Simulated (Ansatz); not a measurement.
Stepwise reaction of `[SH][GeH2][SH]` with hydrogen, as a gas-phase model of exchange steps in deposition or etching. ΔE in kJ/mol; ΔG adds harmonic PBE0-D4 terms to CCSD(T)/CBS, at 1 bar.

Program: Ansatz. Geometries: PBE0-D4/def2-TZVP. ΔE: electronic, gas phase. CCSD(T)/CBS is the MP2 limit (def2-TZVPP, def2-QZVPP) plus CCSD(T) − MP2 in def2-TZVPP, frozen cores. This one scheme is used for every species. DFT in def2-TZVPP. B3LYP here is the variant with VWN-RPA as its local correlation; programs differ in this. For Ge outer-core shells are correlated without core-valence functions, which leaves a few kJ/mol of doubt a bond. Scalar relativity is left out up to krypton. Each species was taken in one conformer, which may not be the lowest.

```csv
step,reaction,PBE-D4,B3LYP-D4,ωB97M-V,CCSD(T)/CBS,ΔG(500 K)
1,`[SH][GeH2][SH]` + H₂ → `[SH][GeH3]` + H₂S,35.0,29.9,27.2,29.6,22.8
2,`[SH][GeH3]` + H₂ → GeH₄ + H₂S,25.6,21.5,20.6,22.5,24.7
```

Question: By hand: ΔE of the 2 steps together at CCSD(T)/CBS.

Answer: (29.6) + (22.5) = 52.1 kJ/mol, or 26.1 kJ/mol a step.

In ΔE each step is lower than the one before. All are uphill at CCSD(T)/CBS. ΔG lies between 22.8 and 24.7 kJ/mol a step. PBE-D4 differs from CCSD(T)/CBS by 3.1 to 5.4 kJ/mol a step. Isolated molecules leave out the surface, adducts and barriers. Largest T1 diagnostic: 0.012.
